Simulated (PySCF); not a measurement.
PySCF was given this input:
```python
from pyscf import gto, scf
from pyscf.prop import polarizability

mol = gto.Mole()
mol.atom = '''
    Si    0.03178846   -0.44809257    0.33333373
    O    -1.33350258   -1.28426862    0.12906388
    Cl   -0.36281234    1.40504158    1.01803581
    Cl    1.04160721   -0.29655377   -1.40331102
    H     0.73412239   -1.25189336    1.30556751
    H    -2.05065303   -1.04495447   -0.45507216
'''
mol.basis = 'cc-pvdz'
mol.verbose = 3
mol.build()

mf = scf.RHF(mol)
mf.kernel()
alpha = mf.Polarizability().polarizability()[2, 2]
print('alpha_zz =', alpha)
```

Task: What is the computed HOMO-LUMO gap (HF/cc-pVDZ, polarisability in PySCF)?

Result: 17.06 eV

Task: What is the computed polarisability along z (HF/cc-pVDZ, polarisability)?

Result: 39.2 bohr³

Task: Estimate the total energy that HF/cc-pVDZ, polarisability returns for this input.

Result: -2568.232015 Ry

Task: Predict the HOMO energy from HF/cc-pVDZ, polarisability.

Result: -12.60 eV

Task: What is the computed nuclear repulsion energy (HF/cc-pVDZ, polarisability)?

Result: 282.8743 Eh

Task: Estimate the dipole moment that HF/cc-pVDZ, polarisability returns for this input.

Result: 1.08 D
